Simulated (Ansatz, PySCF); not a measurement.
C2H5NOSi, SMILES O=C=N[SiH2]C. Atoms are numbered in the order given.

```xyz
10

Si    -0.9541    -0.7893    -0.0601
C     -2.1610     0.3306     0.8222
N      0.5833     0.0021    -0.1787
C      1.6600     0.5136    -0.2826
O      2.7112     1.0195    -0.3810
H     -1.4185    -1.0992    -1.4410
H     -0.7582    -2.0634     0.6859
H     -3.1467    -0.1547     0.9078
H     -2.2883     1.2761     0.2722
H     -1.8031     0.5664     1.8366
```
Charge 0, spin multiplicity 1.

Geometry: ωB97X-D3(BJ)/def2-SVP. One conformer was computed; it need not be the lowest.

Two levels are set side by side: PBE-D3(BJ)/def2-SVP (Ansatz, a program for electronic structure) and ωB97X-D3(BJ)/def2-SVP (PySCF). Each level has its own optimised geometry; the coordinates shown are those of the second. Frequencies come from the Hessian of PySCF at each geometry. Differences are taken from unrounded values.

| quantity | ωB97X-D3(BJ) |
|---|---|
| mean bond length (Å) | 1.361 |
| bond Si1–C2 (Å) | 1.868 |
| bond Si1–N3 (Å) | 1.733 |
| bond N3–C4 (Å) | 1.197 |
| bond C4–O5 (Å) | 1.171 |
| bond Si1–H6 (Å) | 1.489 |
| bond Si1–H7 (Å) | 1.489 |
| bond C2–H8 (Å) | 1.102 |
| bond C2–H9 (Å) | 1.101 |
| bond C2–H10 (Å) | 1.101 |
| highest harmonic wavenumber (cm⁻¹) | 3180 |
| mean harmonic wavenumber (cm⁻¹) | 1253 |
| zero-point energy (kcal/mol) | 43.00 |

Problem. What does PBE-D3(BJ) give, and how far is it from ωB97X-D3(BJ)? (The exact figures need the calculation; the answer reports its results.)

Solution. 
```csv
quantity,PBE-D3(BJ),PBE-D3(BJ) minus ωB97X-D3(BJ)
mean bond length (Å),1.371,0.010
bond Si1–C2 (Å),1.878,0.010
bond Si1–N3 (Å),1.736,0.003
bond N3–C4 (Å),1.208,0.011
bond C4–O5 (Å),1.184,0.013
bond Si1–H6 (Å),1.503,0.014
bond Si1–H7 (Å),1.503,0.014
bond C2–H8 (Å),1.109,0.007
bond C2–H9 (Å),1.108,0.007
bond C2–H10 (Å),1.108,0.007
highest harmonic wavenumber (cm⁻¹),3088,-92
mean harmonic wavenumber (cm⁻¹),1203,-51
zero-point energy (kcal/mol),41.26,-1.74
```

GGA bonds tend to be longer and softer than those of functionals with exact exchange. Differences between two approximate levels are no errors against the true value.
